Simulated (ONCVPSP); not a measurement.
## What the settings do to the ONCV potential of bismuth (Bi)

Base potential:

- Element: bismuth
- Generator: ONCVPSP 4.0.1
- Type: optimised norm-conserving Vanderbilt (ONCV)
- Functional: PBE
- Relativity: scalar-relativistic
- Frozen core: [Xe] 4f14
- Valence charge: 15
- Reference configuration: 5d10 6s1.5 6p3.5
- Partial waves: 6s: rc 1.90 bohr, ncon 4, nbas 8, qcut 2.8 1/bohr, 1 projector; 6p: rc 2.25 bohr, ncon 4, nbas 9, qcut 4.4 1/bohr, 2 projectors, debl 1.7 Ha; 5d: rc 1.95 bohr, ncon 4, nbas 9, qcut 7.8 1/bohr, 2 projectors, debl 0.5 Ha
- Local potential: polynomial inside 1.30 bohr (lpopt 5, dvloc0 0 Ha)
- Core correction: polynomial model core, fcfact 0.5

In the d channel the program set the typed energies aside and used -1.025, 0.250 Ha.

Cutoffs, loose and tight: the cutoffs (Ha) at which the residual kinetic energy of the hardest occupied pseudo-wave falls to 1 and 0.1 mHa per electron. They do not see the model core or the augmentation charge, which bear on the density cutoff. Test errors are all-electron minus pseudo excitation energies from the reference, over the configurations 5d10 6s2 6p3; 5d10 6s2 6p2; 5d10 6s2 6p1; 5d9 6s2 6p3. A dash means not determined; rows that change the core or the reference have their own tests. The largest error is taken over the tests solved by every variant that gives reliable tests at all: 5d10 6s2 6p2; 5d10 6s2 6p3; 5d9 6s2 6p3.

A true bound ghost makes a file unfit for plane-wave use even where its test errors are small: the radial tests pick states by their node count and pass the ghost by.

```tsv
change	outcome	cutoff, loose	cutoff, tight	bound ghosts	GHOST(+) flags above zero	largest test error (meV)
base	generated, projector energies reset by the program	37 Ha	47 Ha	s, p	none	-94
local potential polynomial inside 1.30 bohr (lpopt 5, dvloc0 -3 Ha)	generated, projector energies reset by the program	37 Ha	47 Ha	s, p	none	-82
p: rc 2.6	generated, projector energies reset by the program	37 Ha	47 Ha	s, p	none	-93
s: qcut 3; p: qcut 4.7; d: qcut 8.3	generated, projector energies reset by the program	26 Ha	46 Ha	s, p	none	-113
all radii but the core radius scaled by about 1.04 (s 1.98, p 2.34, d 2.02 bohr); local potential polynomial inside 1.36 bohr (lpopt 5, dvloc0 0 Ha)	generated, projector energies reset by the program	35 Ha	44 Ha	s	p	-65
p: debl 0.35	generated, projector energies reset by the program	37 Ha	47 Ha	s, p	none	-95
fully relativistic	generated, projector energies reset by the program	37 Ha	47 Ha	s, p3/2	p1/2	-80
s: nproj 0; local potential the s channel	generated, projector energies reset by the program	37 Ha	47 Ha	none	none	-92
functional PBEsol	generated, projector energies reset by the program	37 Ha	47 Ha	s, p	none	-90
d: qcut 5.6	generated, projector energies reset by the program	40 Ha	81 Ha	s, p	d	+13
p: nproj 3	generated, projector energies reset by the program	37 Ha	47 Ha	s, p	p	-94
```

(1) What comes out with this change to the base: reference 5d10 6s2 6p3?

Answers

(1) outcome: generated, projector energies reset by the program; cutoff, loose: 37 Ha; cutoff, tight: 47 Ha; bound ghosts: s, p; GHOST(+) flags above zero: none; largest test error (meV): -118.
